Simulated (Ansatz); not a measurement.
Basis-set series for C₂H₇BOSi (`CB1C[SiH2]O1`). The species carries charge 0 and has multiplicity 1. Geometry: relaxed with PBE0-D4/def2-TZVP.

```tsv
atom	x (Å)	y (Å)	z (Å)
C1	-0.090	0.010	-1.961
B2	-0.057	0.167	-0.412
C3	0.242	-0.904	0.756
Si4	-0.065	0.626	1.757
O5	-0.302	1.357	0.246
H6	0.873	-0.362	-2.326
H7	-0.325	0.942	-2.478
H8	-0.827	-0.747	-2.250
H9	1.249	-1.324	0.755
H10	-0.478	-1.720	0.833
H11	-1.290	0.704	2.595
H12	1.070	1.248	2.487
```

| functional | basis | functions | energy (Eh) | HOMO (eV) | LUMO (eV) |
| --- | --- | --- | --- | --- | --- |
| PBE0-D4 | def2-SVP | 109 | -469.52026 | -7.82 | 0.33 |
| PBE0-D4 | def2-QZVPP | 508 | -469.85017 | -7.84 | -0.01 |
| ωB97M-V | def2-SVP | 109 | -469.74156 | -10.02 | 2.46 |
| ωB97M-V | def2-QZVPP | 508 | -470.07890 | -10.06 | 1.36 |

(1) Give the rows for def2-TZVPP. (Best estimate.)

Answers

(1) Ansatz gave: 
| functional | basis | functions | energy (Eh) | HOMO (eV) | LUMO (eV) |
| --- | --- | --- | --- | --- | --- |
| PBE0-D4 | def2-TZVPP | 264 | -469.82960 | -7.83 | 0.13 |
| ωB97M-V | def2-TZVPP | 264 | -470.05986 | -10.05 | 1.78 |

Positive LUMOs are unbound and depend on the basis.
